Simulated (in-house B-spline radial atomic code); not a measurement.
# RPA and G0W0 on PBEsol: Si⁷⁺

Configuration [He] 2s2 2p3, highest spin, mean-field start PBEsol. Computed with a B-spline radial code for spherical atoms: all electrons, non-relativistic, point nucleus, each spin shell either full or empty, empty states to l = 9 with an (l + 1/2)⁻⁴ tail; G0W0 by contour deformation at full frequency.

Command:
```bash
python run_gw.py task.json out
```
Settings (radii: box in bohr, nucleus in fm):
```
Z                        14
electrons                7
configuration            [He] 2s2 2p3
hamiltonian              nr
method                   pbesol
lmax                     9
spin_polarised           True
box_radius               8.41
intervals                46
```

Run time, properties included: 1.2 s on 1 thread of Arm Neoverse N1 (shared host).

Energies (hartree):

```tsv
term	value
mean-field total	-262.20972
Hartree-Fock functional on these orbitals	-262.63000
direct second order	-0.43823
second-order exchange	0.21591
SOSEX correction	0.19326
```

What is the RPA correlation energy, and what remains with SOSEX?

RPA gives -0.39279 hartree (-1.53 eV per electron); RPA + SOSEX gives -0.19953, and the second-order doubles -0.22232 hartree (no singles). SOSEX takes back 49 % of the RPA value.

Quasi-particle levels (eV):

```json
{"level": "2p up", "occupied": "yes", "mean field": "-280.87", "Σx - vxc": "-24.72", "Σc": "?", "QP weight": "?", "G0W0": "?"}
{"level": "2s down", "occupied": "yes", "mean field": "-304.18", "Σx - vxc": "-15.86", "Σc": "-3.23", "QP weight": "0.972", "G0W0": "-323.28"}
{"level": "2p down", "occupied": "no", "mean field": "-265.65", "Σx - vxc": "23.39", "Σc": "-4.29", "QP weight": "0.979", "G0W0": "-246.55"}
```

G0W0 = mean field + (Σx - vxc) + Σc, with Σc (partial-wave tail included) taken at the quasi-particle energy. Levels of low weight are left out.

Where does G0W0 put 2p up?

At -303.58 eV, with Σc = 2.01 eV and a quasi-particle weight of 0.968. The tabulated removal energy is 303.59 ± 0.05 eV (NIST, semi-empirical); the calculation leaves out relativity, Breit and QED terms, and what these don't explain is the method's own error.
